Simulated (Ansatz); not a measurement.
Basis sets compared for (KI)4 ring (K₄I₄). Charge 0, multiplicity 1. Geometry r2SCAN-D4/def2-SVP. Ansatz on 4 threads of Intel Xeon Platinum 8259CL on a shared host; times are rough, and most runs start from earlier orbitals.

```xyz
8

I    -2.4115   -0.0649   -0.6575
I     2.4435   -4.7095   -0.8826
I     2.4206    0.0799    0.6084
I    -2.4511    4.6964    0.9246
K    -4.5062    2.4790   -0.2626
K     0.1814   -2.2589   -0.6738
K     4.4951   -2.4928    0.3116
K    -0.1719    2.2709    0.6320
```

In the def2 sets I takes a core potential; there is no spin–orbit coupling. Another isomer (singlet) lies 0.83 eV lower at PBE0-D4/def2-TZVP; other spin states weren't run for this one.

Binding counts from free atoms (I doublet, K doublet) in the same basis, without a counterpoise term.

```
           level  functions  energy (Eh)  HOMO (eV)  LUMO (eV)  binding per atom (eV)  wall time
 PBE-D4/def2-SVP        200   -3589.7375      -4.91      -1.57                   2.26      3.8 s
PBE0-D4/def2-SVP        200   -3590.0578      -6.00      -1.06                   2.29        8 s
```

Problem. Estimate the rows for PBE-D4/def2-TZVP (with forces), PBE0-D4/def2-TZVP.

Solution. 
```tsv
level	functions	energy (Eh)	HOMO (eV)	LUMO (eV)	binding per atom (eV)	wall time
PBE-D4/def2-TZVP (with forces)	332	-3590.0867	-5.05	-1.56	2.25	9 s
PBE0-D4/def2-TZVP	332	-3590.3975	-6.10	-1.04	2.28	21 s
```
